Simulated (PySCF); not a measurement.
C3H10BNO (SMILES CCB(N)OC), singlet, at a GFN2-xTB geometry; DF-R2SCAN/def2-TZVPPD in PySCF.

Here is a job for PySCF.
```python
from pyscf import gto, scf, dft

mol = gto.M(
    atom='''
B     0.208259    0.142204    0.156050
C    -0.008403   -1.161388    1.060578
C    -1.490415   -1.494214    1.263146
H     0.450695   -1.024813    2.042162
H     0.478769   -2.019775    0.598277
H    -1.968989   -1.681346    0.304956
H    -2.008441   -0.667425    1.744824
H    -1.608475   -2.380525    1.884489
O     0.676853   -0.052489   -1.105040
C     0.900090    0.989552   -2.018352
H     1.643053    1.698733   -1.638060
H     1.275314    0.544088   -2.941208
H    -0.026032    1.532069   -2.236265
N    -0.093893    1.412051    0.672369
H    -0.439945    1.549357    1.604075
H    -0.002453    2.270472    0.158009
''',
    basis='def2-tzvppd',
    charge=0,
    spin=0,
    verbose=4,
    max_memory=1800,
)

mf = dft.RKS(mol)
mf.xc = 'r2scan'
mf = mf.density_fit(auxbasis='def2-universal-jkfit')
mf.kernel()
```

The log (banner, timings and long lists left out):

```
PySCF version 2.14.0

[INPUT] verbose = 4
[INPUT] num. atoms = 16
[INPUT] num. electrons = 48
[INPUT] charge = 0
[INPUT] spin (= nelec alpha-beta = 2S) = 0
[INPUT] symmetry False subgroup None
[INPUT] Mole.unit = angstrom
[INPUT] Symbol           X                Y                Z      unit          X                Y                Z       unit  Magmom
[...]
nuclear repulsion = 236.188864678192
number of shells = 149
number of NR pGTOs = 505
number of NR cGTOs = 395
basis = def2-tzvppd
ecp = {}

******** <class 'pyscf.df.df_jk.DFRKS'> ********
method = DFRKS
initial guess = minao
damping factor = 0
level_shift factor = 0
DIIS = <class 'pyscf.scf.diis.CDIIS'>
diis_start_cycle = 1
diis_space = 8
diis_damp = 0
SCF conv_tol = 1e-09
SCF conv_tol_grad = None
SCF max_cycles = 50
direct_scf = False
XC library pyscf.dft.libxc version 7.1.2
    S. Lehtola, C. Steigemann, M. J. T. Oliveira, and M. A. L. Marques,  SoftwareX 7, 1–5 (2018)
XC functionals = r2scan
    J. W. Furness, A. D. Kaplan, J. Ning, J. P. Perdew, and J. Sun,  J. Phys. Chem. Lett. 11, 8208–8215 (2020)
    J. W. Furness, A. D. Kaplan, J. Ning, J. P. Perdew, and J. Sun,  J. Phys. Chem. Lett. 11, 9248–9248 (2020)
    J. W. Furness, A. D. Kaplan, J. Ning, J. P. Perdew, and J. Sun,  J. Phys. Chem. Lett. 11, 8208–8215 (2020)
    J. W. Furness, A. D. Kaplan, J. Ning, J. P. Perdew, and J. Sun,  J. Phys. Chem. Lett. 11, 9248–9248 (2020)
radial grids:
    Treutler-Ahlrichs [JCP 102, 346 (1995); DOI:10.1063/1.469408] (M4) radial grids

becke partition: Becke, JCP 88, 2547 (1988); DOI:10.1063/1.454033
pruning grids: <function nwchem_prune>
grids dens level: 3
symmetrized grids: False
atomic radii adjust function: <function treutler_atomic_radii_adjust>
small_rho_cutoff = 0
Set gradient conv threshold to 3.16228e-05
Initial guess from minao.
tot grids = 182464
init E= -275.451513659088
[...]
cycle= 1 E= -275.057453118212  delta_E= 0.394  |g|= 0.836  |ddm|= 3.33
[...]
cycle= 2 E= -274.786147014829  delta_E= 0.271  |g|= 1.42  |ddm|=  4.7
[...]
cycle= 3 E= -275.19951268149  delta_E= -0.413  |g|= 0.203  |ddm|= 3.63
[...]
cycle= 4 E= -275.206608951006  delta_E= -0.0071  |g|= 0.0695  |ddm|= 0.229
[...]
cycle= 5 E= -275.207543197046  delta_E= -0.000934  |g|= 0.0189  |ddm|= 0.0911
[...]
cycle= 6 E= -275.207612901993  delta_E= -6.97e-05  |g|= 0.0072  |ddm|= 0.026
[...]
cycle= 7 E= -275.207624923692  delta_E= -1.2e-05  |g|= 0.00117  |ddm|= 0.00886
[...]
cycle= 8 E= -275.207625186647  delta_E= -2.63e-07  |g|= 0.0005  |ddm|= 0.00371
[...]
cycle= 9 E= -275.207625244679  delta_E= -5.8e-08  |g|= 0.000106  |ddm|= 0.000725
[...]
cycle= 10 E= -275.207625247278  delta_E= -2.6e-09  |g|= 2.54e-05  |ddm|= 0.000201
[...]
cycle= 11 E= -275.207625247432  delta_E= -1.54e-10  |g|= 5.73e-06  |ddm|= 4.79e-05
[...]
Extra cycle  E= -275.207625247428  delta_E= 4.38e-12  |g|= 7.11e-06  |ddm|= 1.65e-05
converged SCF energy = -275.207625247428
```
